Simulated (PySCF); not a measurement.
C4H10GeO.
Bonds: C1–C2 (double), C2–O3, O3–Ge4, Ge4–C5, Ge4–C6. Hydrogens: H7, H8 on C1; H9 on C2; H10 on Ge4; H11, H12, H13 on C5; H14, H15, H16 on C6.

Method used: PBE0-D3(BJ)/def2-SVP geometry optimisation, gas phase (PySCF 2.14.0).

**Question.** List the bond lengths, angles and torsions at this level.

**Answer.** 
```csv
bond,length (Å)
C1=C2,1.339
C2–O3,1.338
O3–Ge4,1.816
"Ge4–C5, Ge4–C6",1.939
C1–H7,1.093
C1–H8,1.091
C2–H9,1.098
Ge4–H10,1.544
C5–H11 and 5 like bonds,1.099
```

Bonds in one row agree within 0.01 Å and their mean is given. A selection of angles:
```csv
angle,degrees
C2–C1–H7,122.7
C2–C1–H8,119.6
H7–C1–H8,117.7
C1–C2–O3,128.2
C1–C2–H9,120.3
O3–C2–H9,111.6
C2–O3–Ge4,124.7
O3–Ge4–C5,102.1
O3–Ge4–C6,108.1
O3–Ge4–H10,107.6
C5–Ge4–C6,113.1
C5–Ge4–H10,112.6
C6–Ge4–H10,112.5
Ge4–C5–H11,109.6
Ge4–C5–H13,110.6
H11–C5–H12,108.7
```

Dihedral angles: C1–C2–O3–Ge4 -5° (synperiplanar); C2–O3–Ge4–C5 175° (antiperiplanar). The mirror-image conformer, all signs reversed, is as good.

Ge4 (germanium bonded to 2 C, O and H) is distorted tetrahedral (angles from 102.1° to 113.1°).

Point group: C1 (no symmetry element, even within 0.4 Å). Whether it is a minimum is left open (no frequencies). The numbers are those of one conformer.
